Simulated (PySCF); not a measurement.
**Ionising BeCl**

PBE0; PySCF, no relativity, basis sets Be pcseg-2, Cl pcseg-2. Neutral (UKS): doublet (σ ↑), Re = 1.802 Å, ωe = 848 cm⁻¹, De = 4.26 eV, HOMO -6.35 eV, LUMO -2.14 eV.

BeCl⁺ (UKS): singlet (closed shell), Re = 1.714 Å, ωe = 1034 cm⁻¹, De = 4.46 eV to Be⁺ + Cl. The energies at the minima are -474.79740 hartree for BeCl and -474.47493 for BeCl⁺.

Work out the adiabatic ionisation energy, without and with harmonic zero-point energies (1 hartree = 27.2114 eV, 1 eV = 8065.5 cm⁻¹), and the change of the bond length.

At PBE0: 0.32247 hartree = 8.775 eV between the minima; the zero-point term (1034.0 − 848.0)/2 cm⁻¹ = +0.012 eV makes it 8.786 eV. Re changes by -8.8 pm against the neutral. The electron leaves a σ orbital, and the shorter bond of the ion fits an antibonding orbital, or a change in how ionic the bond is.

For an ion De counts to the pair picked by the measured ionisation energies or electron affinities, which need not be the lowest pair at this level. States were picked by a PBE0 search and need not be the measured ground states.
